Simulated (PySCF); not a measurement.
Input for PySCF: R-MP2/6-31G* on BH3O2 (SMILES OBO), a point of a torsion scan.

```python
from pyscf import gto, scf, dft, mp
from pyscf.data.elements import chemcore

mol = gto.M(
    atom='''
    O    -1.26158636   -0.20328399   -0.35646278
    B    -0.09211583    0.37697906   -0.01258044
    O     0.92664087   -0.38835597    0.43676082
    H    -1.73902653   -0.70930265    0.29494068
    H     0.07748099    1.50353306   -0.33438839
    H     1.76742441    0.04260625    0.57521887
    ''',
    basis='6-31g*',
    cart=True,
    charge=0, spin=0, verbose=3, max_memory=1800)
mf = scf.RHF(mol)
mf.conv_tol = 1e-8
mf.max_cycle = 100
mf.kernel()
if not mf.converged:
    mf = mf.newton().run(mf.mo_coeff, mf.mo_occ)
pt = mp.MP2(mf, frozen=chemcore(mol)).run()
```

It printed:

```
converged SCF energy = -176.239427129624
E(RMP2) = -176.671216114482  E_corr = -0.431788984857986
E(SCS-RMP2) = -176.659164196613  E_corr = -0.419737066989411
```

The run converged.

Cost: very roughly 0.8 core-seconds.
